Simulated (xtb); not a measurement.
CBr3, SMILES Br[C+](Br)Br, charge +1. All values are semi-empirical tight-binding results from xtb (GFN2-xTB unless named), good for trends rather than for accurate numbers. Geometry: GFN2-xTB.

**Question.** Estimate the properties. (An estimate is asked for; the answer gives what the named calculation found.)

**Answer.** 
| Property | Value |
|---|---|
| point group as xtb finds it | D3h |
| orbital gap | 1.92 eV |
| zero-point energy | 3.6 kcal/mol |
| G − E(el) at 298.15 K (modified RRHO) | -15.6 kcal/mol |
| static polarisability (D4 model) | 72.5 bohr³ |
| solvation energy, GFN2-xTB/ALPB(water) | -38.3 kcal/mol |
| solvation energy, GFN2-xTB/ALPB(dmf) | -50.1 kcal/mol |
